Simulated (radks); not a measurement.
Spherical jellium clusters: N electrons in a uniform positive sphere of charge N and radius rs N^(1/3), rs = 4.41 bohr. Calculated with a radial shooting solver with Libxc functionals: non-relativistic Kohn-Sham, LDA (Slater exchange, Perdew-Wang correlation), spin-polarised, spherical densities. Levels are named by radial order and angular momentum (1s, 1p, 1d, 2s, ...), and open shells are averaged over m.

N = 3, configuration 1s2 1p(up 1, down 0). This is the lowest configuration that the search found. Occupied and some empty levels:

| level | occupation | eigenvalue (eV) | <r> (bohr) |
|---|---|---|---|
| 1s up | 1 | -3.6453 | 4.683 |
| 1s down | 1 | -3.3636 | 4.662 |
| 1p up | 1 | -2.0567 | 6.186 |
| 1p down | 0 | -1.7696 | 6.315 |
| 2s up | 0 | -0.59205 | 9.700 |
| 1d up | 0 | -0.49956 | 8.483 |
| 2s down | 0 | -0.48021 | 10.28 |
| 1d down | 0 | -0.29914 | 9.158 |

Energy (eV): total -4.50617, kinetic 4.4308, external -44.139, Hartree 21.313, exchange-correlation -9.2134, background 23.103.
